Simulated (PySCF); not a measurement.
# Relaxation of singlet TlS₂⁻

Computed with PBE0/[Tl def2-TZVPD with ECP60, S def2-TZVPD], scalar-relativistic core potentials, density fitting, no spin–orbit coupling, PySCF. A (50,194) grid was used.

A hand-made bent start, of C2v symmetry, held to at least that symmetry:

Coordinates in bohr (charge -1 multiplicity 1):
```
Tl    0.0000    0.0000   -0.6082
S     3.6532    0.0000    1.9497
S    -3.6532    0.0000    1.9497
```

At each step, columns x, y, z (Å) and Fx, Fy, Fz (eV/Å):

```
step 0  E − E(last) = 160.27 kJ/mol
Tl   0.000   0.000  -0.322   0.000   0.000   1.776
S    1.933   0.000   1.032   0.632   0.000  -0.888
S   -1.933   0.000   1.032  -0.632   0.000  -0.888
step 1  E − E(last) = 103.55 kJ/mol
Tl   0.000   0.000  -0.148   0.000   0.000   1.828
S    2.084   0.000   0.945   0.107   0.000  -0.914
S   -2.084   0.000   0.945  -0.107   0.000  -0.914
step 2  E − E(last) = 45.16 kJ/mol
Tl   0.000   0.000   0.117   0.000   0.000   1.473
S    2.247   0.000   0.813  -0.563   0.000  -0.736
S   -2.247   0.000   0.813   0.563   0.000  -0.736
step 3  E − E(last) = 16.81 kJ/mol
Tl   0.000   0.000   0.347  -0.001   0.000   0.835
S    2.324   0.000   0.697  -0.876   0.000  -0.418
S   -2.324   0.000   0.697   0.877   0.000  -0.418
step 4  E − E(last) = 3.20 kJ/mol
Tl   0.000   0.000   0.486   0.000   0.000   0.310
S    2.306   0.000   0.628  -0.466   0.000  -0.155
S   -2.306   0.000   0.628   0.465   0.000  -0.155
step 5  E − E(last) = 0.23 kJ/mol
Tl   0.000   0.000   0.551   0.001   0.000   0.083
S    2.275   0.000   0.596   0.087   0.000  -0.041
S   -2.275   0.000   0.596  -0.088   0.000  -0.041
step 6  E − E(last) = 0.04 kJ/mol
Tl   0.000   0.000   0.588   0.000   0.000  -0.022
S    2.284   0.000   0.577  -0.068   0.000   0.011
S   -2.284   0.000   0.577   0.068   0.000   0.011
step 7  E − E(last) = 0.00 kJ/mol
Tl   0.000   0.000   0.580  -0.001   0.000   0.002
S    2.280   0.000   0.581   0.000   0.000  -0.001
S   -2.280   0.000   0.581   0.001   0.000  -0.001
```

It ends at D∞h with Tl–S 2.280 Å (×2); S–Tl–S 180.0°. A frequency run shows a minimum.

Spin–orbit coupling, left out here, can matter for elements this heavy.

The relaxation took of the order of 120 core-seconds on a shared host.
